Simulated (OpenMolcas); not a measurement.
**Predicting a hybrid from its neighbours: AlNH3OF**

AlNH3OF has 7 atoms, charge 0, and is taken as a singlet. As SMILES, `[NH2][Al]([OH])[F]`. The coordinates come from a PBE0-D4/def2-TZVP relaxation. This is one conformer, not always the lowest.

The HOMO–LUMO gap y, in eV, basis cc-pVDZ; a is the functional's share of exact exchange. Programs: OpenMolcas 26.06.

| functional | program | a | y (eV) |
| --- | --- | --- | --- |
| r2SCAN | OpenMolcas | 0 | 5.85 |
| PBE | OpenMolcas | 0 | 4.96 |
| B3LYP | OpenMolcas | 0.2 | ? |
| PBE0 | OpenMolcas | 0.25 | 7.38 |
| BHLYP | OpenMolcas | 0.5 | 9.55 |

Question: Fit y = c + s·a to the known rows and predict B3LYP.

Answer: 
1. Means of the 4 rows: a = 0.1875, y = 6.935.
2. Σ(Δa)² = 0.17188, Σ(Δa·Δy) = 1.4188, so the slope is 1.4188/0.17188 = 8.2546.
3. Intercept: 6.935 − (8.2546) × 0.1875 = 5.387. The largest residual of the fit is 0.46.
4. B3LYP: 5.387 + (8.2546) × 0.2 = 7.04 eV.

The run gave 6.76 eV, so the prediction is off by +0.28 eV, within the largest residual. Exact exchange lowers occupied levels and raises empty ones. The rows mix families of semi-local functionals, which the line can't see.
